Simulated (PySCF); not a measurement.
Gas-phase equilibrium of 1 mol HCl, 8.2 mol O2 at 2500 K and 0.00100 bar, among 14 species (ClO, O2, HCl, O, HO2, H2O, H, HOCl, H2O2, O3, H2, Cl, Cl2, OH). Only gases are allowed; each row takes one source of thermochemistry for all species, and Cantera finds the minimum.

Computed with PySCF and rigid-rotor harmonic-oscillator thermochemistry at 1 bar. The comparison is the NASA 1993 polynomial table, which mixes measured and estimated data. † marks an energy on the PBE0/def2-TZVP geometry and frequencies; other levels use their own. Open shells (unrestricted) among the columns below: O2 (multiplicity 3), O (multiplicity 3, electronic degeneracy 9), H (multiplicity 2), Cl (multiplicity 2, electronic degeneracy 6), OH (multiplicity 2, electronic degeneracy 4); the rest are closed-shell singlets. Spin-orbit splitting is ignored; it lowers the true energy and changes the entropy of O, Cl, OH. The harmonic model lacks anharmonicity and excited electronic states, which grow with temperature; levels with a mode under 35 cm⁻¹ are left out. The table's entry may be an old estimate for OH (not checked at source).

Molecules larger than those listed are left out.

With table thermochemistry: O2 0.52, O 0.33, Cl 0.079, H 0.034, OH 0.027, HCl 0.0060, H2O 0.0071, H2 0.0018.

Task: How far does the composition move with the other sources (M06-2X/def2-TZVP†, PBE/def2-SVP, PBE/def2-TZVP†, PBE0/def2-QZVP†, PBE0/def2-SVP†, PBE0/def2-TZVP)?

Result: 
```json
[
 {"thermochemistry": "table", "x O2": "0.52", "x O": "0.33", "x Cl": "0.079", "x H": "0.034", "x OH": "0.027", "x HCl": "0.0060", "x H2O": "0.0071", "x H2": "0.0018"},
 {"thermochemistry": "M06-2X/def2-TZVP†", "x O2": "0.53", "x O": "0.31", "x Cl": "0.080", "x H": "0.045", "x OH": "0.023", "x HCl": "0.0049", "x H2O": "0.0039", "x H2": "0.0021"},
 {"thermochemistry": "PBE/def2-SVP", "x O2": "0.79", "x O": "0.026", "x Cl": "0.090", "x H": "0.079", "x OH": "0.0040", "x HCl": "0.0083", "x H2O": "0.00084", "x H2": "0.0024"},
 {"thermochemistry": "PBE/def2-TZVP†", "x O2": "0.77", "x O": "0.044", "x Cl": "0.088", "x H": "0.070", "x OH": "0.0093", "x HCl": "0.0094", "x H2O": "0.0022", "x H2": "0.0026"},
 {"thermochemistry": "PBE0/def2-QZVP†", "x O2": "0.57", "x O": "0.26", "x Cl": "0.082", "x H": "0.050", "x OH": "0.023", "x HCl": "0.0055", "x H2O": "0.0031", "x H2": "0.0013"},
 {"thermochemistry": "PBE0/def2-SVP†", "x O2": "0.62", "x O": "0.21", "x Cl": "0.085", "x H": "0.067", "x OH": "0.012", "x HCl": "0.0046", "x H2O": "0.0011", "x H2": "0.0015"},
 {"thermochemistry": "PBE0/def2-TZVP", "x O2": "0.58", "x O": "0.26", "x Cl": "0.082", "x H": "0.056", "x OH": "0.019", "x HCl": "0.0052", "x H2O": "0.0021", "x H2": "0.0015"}
]
```
The most sensitive of these is O: it spans a factor of 10^1.1 over these rows; at this temperature one factor of ten is RT ln 10 = 48 kJ/mol.
